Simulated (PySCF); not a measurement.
**Curvature of the energy in the electron number along the 4p block**

Calculated with PySCF 2.14, in aug-pcseg-2, non-relativistic: one orbital is emptied in steps, and each cell gives the departure of E from the straight line at half an electron, in eV (from a cubic fit). The exact functional gives zero.

```csv
species,orbital,LDA,PBE,r2SCAN,PBE0,BHandHLYP,LC-wPBE,wB97X,UHF
Ge,4p alpha,-0.92,-0.89,-0.83,-0.63,-0.41,-0.01,-0.09,0.11
As,4p alpha,-1.03,-1.00,-0.93,-0.71,-0.45,-0.05,-0.12,0.15
Br,4p beta,-1.14,-1.10,-1.00,-0.76,-0.47,-0.07,-0.20,0.24
Kr,4p beta,-1.25,-1.20,-1.10,-0.83,-0.49,-0.12,-0.22,0.28
```

Q: How does the mean departure depend on the functional?

A: LDA -1.09 eV; PBE -1.05 eV; r2SCAN -0.97 eV; PBE0 -0.74 eV; BHandHLYP -0.45 eV; LC-wPBE -0.06 eV; wB97X -0.16 eV; UHF 0.19 eV. Semilocal functionals are convex (delocalisation error), Hartree-Fock is concave or straight, and exact exchange removes curvature roughly in proportion to its share, so among the functionals the range-separated hybrids usually come closest to zero.

No spin-orbit coupling is included.
